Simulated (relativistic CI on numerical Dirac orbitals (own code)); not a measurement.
Hyperfine structure of Ni⁴⁺, mass number 61

Method of calculation: Dirac-Coulomb-Breit CI, separate exchange-only KLI orbitals for each configuration, model QED (radiative potential, 1s self-energy scaled to tabulated hydrogen-like ionisation energies), valence Slater integrals scaled by 0.85, P86 correlation energy added to each configuration (own radial code, finite nucleus).

CI space (outside the closed core [Ne]): 3s2.3p6.3d6, 3s2.3p6.3d5.4s, 3s2.3p6.3d5.4p, 3s2.3p5.3d7, 3s2.3p6.3d5.4d, 3s2.3p6.3d5.5s, 3s2.3p6.3d5.5p, 3s2.3p6.3d4.4s2, 3s2.3p6.3d5.4f, 3s2.3p6.3d5.5d, 3s2.3p4.3d8, 3s2.3p6.3d4.4s.4p, 3s2.3p6.3d5.5g, 3s.3p6.3d7. Levels of other configurations are missing.

Nuclear spin I = 3/2, μ = -0.74965 μN, Q = 0.162 b (tables of Stone and Pyykkö). The electronic factors are computed for point nuclear moments, without core polarisation; leaving it out makes A of s and p electrons in near-neutral atoms 20 to 40 % too small, and it can dominate for d and f shells.

```json
{"Level": "3s2.3p6.3d6 5D_4", "E (eV)": "0.0000", "A (MHz)": "-226.4", "B (MHz)": "183"}
{"Level": "3s2.3p6.3d6 5D_3", "E (eV)": "0.1077", "A (MHz)": "-166", "B (MHz)": "45"}
{"Level": "3s2.3p6.3d6 5D_2", "E (eV)": "0.1795", "A (MHz)": "-130.6", "B (MHz)": "-39"}
{"Level": "3s2.3p6.3d6 5D_1", "E (eV)": "0.2251", "A (MHz)": "-109.4", "B (MHz)": "-63"}
{"Level": "3s2.3p6.3d6 3P_2", "E (eV)": "2.8731", "A (MHz)": "-192.4", "B (MHz)": "-12"}
{"Level": "3s2.3p6.3d6 3P_1", "E (eV)": "3.1827", "A (MHz)": "-132.9", "B (MHz)": "3.44"}
{"Level": "3s2.3p6.3d6 3H_6", "E (eV)": "3.2746", "A (MHz)": "-369", "B (MHz)": "-93.8"}
{"Level": "3s2.3p6.3d6 3F_4", "E (eV)": "3.2971", "A (MHz)": "-330.4", "B (MHz)": "55"}
```

Levels with J = 0, under 50 % of one LS term, or S terms without an open s electron are left out. Small factors come from cancelling terms and can be off by tens of per cent or more.

At this charge configurations can still be misplaced by up to about 7 % of their energy. 67 of the 69 excited levels that our extract of the measured tables holds in this range could be paired (the sources list more); they are missed by 3717 cm⁻¹ on average and 6954 at most, and levels without a partner can miss by more.

Problem. Give the hyperfine levels of 3s2.3p6.3d6 5D_4 relative to its centre of gravity.

Solution. With K = F(F + 1) − I(I + 1) − J(J + 1), E = AK/2 + B[¾K(K + 1) − I(I + 1)J(J + 1)]/[2I(2I − 1)J(2J − 1)]: F = 5/2: 1788, F = 7/2: 869.6, F = 9/2: -193.3, F = 11/2: -1313 MHz.
